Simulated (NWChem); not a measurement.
Species: AlHBr2; SMILES [AlH]([Br])[Br]

```xyz
4

Al     0.0000     0.0000    -0.8766
H      0.0000     0.0000    -2.4455
Br    -1.9495     0.0000     0.2669
Br     1.9495     0.0000     0.2669
```
Atoms are numbered in this order, from 1.

All runs: NWChem. All runs use the structure optimised with B3LYP/6-31G* (spherical d). GIAO values for the isolated, static molecule; σ is the absolute isotropic shielding, δ = σ(reference) − σ with the isolated reference molecule computed at the same levels (1H: tetramethylsilane). Spin-orbit effects, on the heavy nuclei and on their neighbours, are missing.

### Question
Predict the results for PBE/pcSseg-1. Quantities: σ Al1 (ppm); δ H2 (ppm); σ Br3 (ppm).

### Answer
```yaml
"σ Al1 (ppm)": 335.9
"δ H2 (ppm)": 5.58
"σ Br3 (ppm)": 2375.4
```
